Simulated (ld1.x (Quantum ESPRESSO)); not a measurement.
## Logarithmic derivatives: Sb (Z = 51), PAW

```
Element                 : Sb
Generator               : ld1.x (Quantum ESPRESSO) 7.5
Type                    : PAW
Functional              : PBEsol
Relativity              : scalar-relativistic
Frozen core             : [Kr]
Valence charge          : 15
Reference configuration : 4d10 5s2 5p1 (charge +2)
Partial waves           : 5s (bound): rcut 1.65, rcutus 2.15 bohr; 5s channel at 3.2 Ry: rcut 1.65, rcutus 2.15 bohr; 5p (bound): rcut 2.00, rcutus 2.55 bohr; 5p channel at 0.85 Ry: rcut 2.00, rcutus 2.55 bohr; 4d (bound): rcut 1.05, rcutus 1.15 bohr; 4d channel at -2.7 Ry: rcut 1.05, rcutus 1.15 bohr
Local potential         : all-electron potential smoothed inside 2.35 bohr (lloc = -1)
Core correction         : Bessel-smoothed model core inside 0.95 bohr
Augmentation charge     : PSQ, inside the norm-conserving radii
```

The phase is arctan(r·u′/u) with u = r·R(r), unwrapped; energies in Ry, scanned from -6 to 5 Ry. A pole is an energy at which the radial function vanishes at the test radius. The pseudo phase is shifted by a multiple of π to meet the all-electron one at the reference energy, and phase errors are pseudo minus all-electron; the curves can meet again beyond the range given. Levels narrower than the energy grid can be missing from the lists of poles.

```csv
channel,radius (bohr),reference energy (Ry),"poles, all-electron","poles, pseudo",unbroken range about the reference energy with phases within 0.05 rad,phase error 1 Ry above the reference energy (rad)
s,2.75,-2.17,-1.36,-1.36,the whole range,-0.000
p,2.75,-1.48,-0.17,-0.17,below 2.6,-0.000
d,2.75,-3.81,"-3.78, 1.95","-3.78, 1.98",below 4.5,+0.000
```

Phases in the s channel:

```csv
E (Ry),all-electron,pseudo
-6.00,1.380,1.380
-5.48,1.364,1.364
-4.96,1.342,1.342
-4.44,1.310,1.310
-3.92,1.260,1.260
-3.40,1.161,1.161
-2.88,0.862,0.861
-2.36,-0.665,-0.665
-1.84,-1.409,-1.409
-1.32,-1.579,-1.579
-0.80,-1.666,-1.666
-0.28,-1.736,-1.736
0.24,-1.814,-1.815
0.76,-1.932,-1.932
1.28,-2.174,-2.175
1.80,-2.887,-2.890
2.32,-3.943,-3.944
2.84,-4.338,-4.338
3.36,-4.491,-4.491
3.88,-4.571,-4.571
4.40,-4.622,-4.622
4.92,-4.658,-4.659
```
